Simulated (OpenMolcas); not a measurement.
B, Al, Ga, In, Tl: ns2 np down the group

- Program: OpenMolcas 26.06
- Method: RASSCF
- Basis: ANO-RCC-VTZP
- Scalar Hamiltonian: DKH2, point nucleus
- Spin-orbit coupling: RASSI with atomic mean-field integrals over the reference wave functions, term energies averaged over their components

Active space for each ion: 3 electrons in 9 orbitals (RAS2 s p; RAS3 d, at most 2 electrons).

Computed levels in cm-1 above 2P* 1/2:

```json
{"Level": "2P* 3/2", "B": "14.5", "Al": "106", "Ga": "826", "In": "2146", "Tl": "7375"}
{"Level": "weight of 2P* in the lowest level (%)", "B": "100", "Al": "100", "Ga": "100", "In": "100", "Tl": "100"}
```

Measured, with the error of the calculation in %. Measured levels: B, Al, Ga, In, Tl from NIST Handbook of Basic Atomic Spectroscopic Data.

```
  Level            B          Al          Ga           In           Tl
2P* 3/2  15.3 (-5.3)  112 (-5.2)  826 (-0.1)  2213 (-3.0)  7793 (-5.4)
```

The fine-structure level 2P* 3/2 changes by a factor of 509 from B to Tl.

Without dynamic correlation excited terms often stand tens of per cent too high (terms of higher spin than the ground term too low), and those without a measured partner can miss by more than the paired ones (holds for B; Al; Ga; In). Active for correlation alone: 3d; no level in the range computed is led by a configuration that fills it, so any true level of that kind is missing (holds for B; Al). Some high roots are left out of the spin-orbit mixing, which shifts the levels that they would mix with (holds for Ga; In; Tl). Active for correlation alone: 4d; no level in the range computed is led by a configuration that fills it, so any true level of that kind is missing (holds for Ga). Active for correlation alone: 5d; no level in the range computed is led by a configuration that fills it, so any true level of that kind is missing (holds for In). Active for correlation alone: 6d; no level in the range computed is led by a configuration that fills it, so any true level of that kind is missing (holds for Tl). Measured partners are found by configuration, term and J. A level has none where our copy of the source lacks it or the pairing is in doubt (some pairs that miss far off the trend of their configuration count as doubtful), and it then counts in no deviation. Only configurations of the active space appear.

* marks odd parity.
